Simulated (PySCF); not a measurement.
Input file for PySCF: R-B3LYP/LANL2DZ on BrGeH3 (SMILES [GeH3][Br]), a point of a bond scan (R = 3.148 Å).

```python
from pyscf import gto, scf, dft, mp
from pyscf.data.elements import chemcore

mol = gto.M(
    atom='''
    Ge   -1.14560058    0.04679150    0.00463248
    Br    1.99968748   -0.08167627   -0.00808617
    H    -1.53993749    1.48382174   -0.35409628
    H    -1.60695799   -0.33231658    1.41625220
    H    -1.64237120   -0.95588990   -1.04278950
    ''',
    basis='lanl2dz',
    ecp={'Br': 'lanl2dz', 'Ge': 'lanl2dz'},
    charge=0, spin=0, verbose=3, max_memory=1800)
mf = dft.RKS(mol, xc='b3lyp')
mf.conv_tol = 1e-8
mf.max_cycle = 100
mf.kernel()
if not mf.converged:
    mf = mf.newton().run(mf.mo_coeff, mf.mo_occ)
```

Output:

```
converged SCF energy = -18.7066950850095
```

The run converged.

Cost: roughly 1.3 core-seconds.
